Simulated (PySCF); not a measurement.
Al(Cl)(Me)(SiH3) (CH6AlClSi), SMILES [CH3][Al]([SiH3])[Cl]. Heavy atoms are numbered as in [Al:1]([Cl:2])([CH3:3])[SiH3:7]. Hydrogens are named by the atom that carries them.

Geometry optimised at r2SCAN-D4/def2-SVP.

The numbers are results of PySCF with PBE0/pcSseg-1, not measurements.

GIAO shieldings, no solvent; atoms alike by connectivity are averaged. δ = σ(ref) − σ: ³⁵Cl against HCl (σ = 945.9 ppm); ¹³C against TMS (σ = 186.3 ppm); ¹H against TMS (σ = 31.56 ppm); ²⁹Si against TMS (σ = 352.7 ppm), references at their B3LYP-D3(BJ)/def2-TZVP geometries, non-relativistic (without spin–orbit terms, shifts of atoms bonded to Cl or Br come out too high).

```tsv
nucleus	atoms	count	δ (ppm)
³⁵Cl	Cl2	1	124.3
¹³C	C3 (CH3)	1	2.1
¹H	H on Si7	3	3.40
¹H	H on C3	3	0.39
²⁹Si	Si7 (SiH3)	1	-130.8
```
